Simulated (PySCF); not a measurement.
An unknown is described by computed data only.

Formula: C5H11NOSi2.

- NMR, other nuclei: isotropic shieldings of nuclei other than C and H, by class: 239 (1 N), 266 (1 O), 351 (1 Si), 367 (1 Si) ppm [GIAO PBE0/pcSseg-1]
- 1H NMR: chemical shifts (computed TMS as zero) by class: 5.29 (1 H), 4.93 (1 H), 2.52 (3 H), 2.36 (1 H), 1.13 (1 H), 1.05 (1 H), 0.97 (1 H), 0.25 (1 H), 0.06 (1 H) ppm [GIAO PBE0/pcSseg-1]
- 13C NMR: chemical shifts (computed TMS as zero) by class: 102.4 (1 C), 89.6 (1 C), 27.6 (1 C), 10.0 (1 C), 9.3 (1 C) ppm [GIAO PBE0/pcSseg-1]
- Triplet: lowest triplet excitation (Tamm–Dancoff): 4.87 eV [TDA CAM-B3LYP/def2-SVPD]
- Rotational structure: rotational constants A, B, C: 1.854, 0.773, 0.678 GHz [PBE0-D3(BJ)/def2-SVP]
- Polarisability: 113.6 au [CAM-B3LYP/def2-SVPD]
- UV, strongest line: among the 10 lowest singlet transitions: S8 at 7.32 eV (169 nm, f = 0.054) [TDDFT CAM-B3LYP/def2-SVPD]
- Dipole: 1.94 D [CAM-B3LYP/def2-SVPD]
- Valence photoelectron: vertical ionisation energy: 8.82 eV [ΔSCF CAM-B3LYP/def2-SVPD]
- UV, first state: lowest singlet excitation: 5.82 eV (213 nm, f = 0.001) [TDDFT CAM-B3LYP/def2-SVPD]

Gas-phase values; electronic properties from PySCF, density fitting. Levels stand in brackets. One conformer (not necessarily the lowest) at the PBE0-D3(BJ)/def2-SVP geometry, without solvent, vibrations or thermal averaging. Each NMR value is the plain mean over a class of atoms that symmetry, rotation or inversion makes alike.

Problem. Give a SMILES that accounts for the data.

Solution. Numbering: `[CH:1]#[C:2][Si@@H:3]1[CH2:4][CH2:5][Si@H:6]([NH:7][CH3:8])[O:9]1`. Its formula, C5H11NOSi2, gives 3 degrees of unsaturation: 1 ring and 2 π bonds in the structure found. 5 carbons fall into 5 classes; from least to most shielded: terminal alkyne carbon [C1] (102.4 ppm), alkyne carbon [C2] (89.6 ppm), N-methyl carbon [C8] (27.6 ppm), ring sp3 carbon bound to silicon [C5] (10.0 ppm), ring sp3 carbon bound to silicon [C4] (9.3 ppm). Hydrogen classes from least to most shielded: 1 H on an oxygen-bound silicon, Si6 (5.29 ppm), 1 H on an oxygen-bound silicon, Si3 (4.93 ppm), 3 H on an N-methyl carbon, C8 (2.52 ppm), 1 H on a terminal alkyne carbon, C1 (2.36 ppm), 1 H on an sp3 carbon bound to silicon, C5 (1.13 ppm), 1 H on an sp3 carbon bound to silicon, C4 (1.05 ppm), 1 H on an sp3 carbon bound to silicon, C4 (0.97 ppm), 1 H on an sp3 carbon bound to silicon, C5 (0.25 ppm), 1 H on a silicon-bound nitrogen, N7 (0.06 ppm). The other shieldings belong to: 239 ppm, silicon-bound nitrogen [N7]; 266 ppm, siloxane oxygen [O9]; 351 ppm, oxygen-bound silicon [Si6]; 367 ppm, oxygen-bound silicon [Si3]. The first electron is taken from the HOMO, whose largest Löwdin shares are 0.54 on the silicon-bound nitrogen, 0.11 on the N-methyl carbon, 0.10 on an oxygen-bound silicon and 0.05 on an Si–H hydrogen. The optimised geometry has point group C1 and is an asymmetric top. Structure: `C#C[Si@@H]1CC[Si@H](NC)O1`. Computed isomers that give other values at the same levels: `CC[Si@@H]1O[SiH2]C[C@H]1C#N` (13C chemical shifts (computed TMS as zero) by class: 125.6 (1 C), 14.7 (1 C), 12.5 (1 C), 10.1 (1 C), 6.1 (1 C) ppm); `CC#C[C@@H]1C[Si@H](N)O[SiH2]1` (13C chemical shifts (computed TMS as zero) by class: 89.1 (1 C), 81.5 (1 C), 17.0 (1 C), 14.0 (1 C), 4.8 (1 C) ppm); `C#C[Si@@H]1CC[Si@@H](NC)O1` (rotational constant A: 3.082 GHz; this holds for the one conformer computed). The assignments are read from this structure; whether some other isomer fits the data as well wasn't checked. The mirror image fits equally.
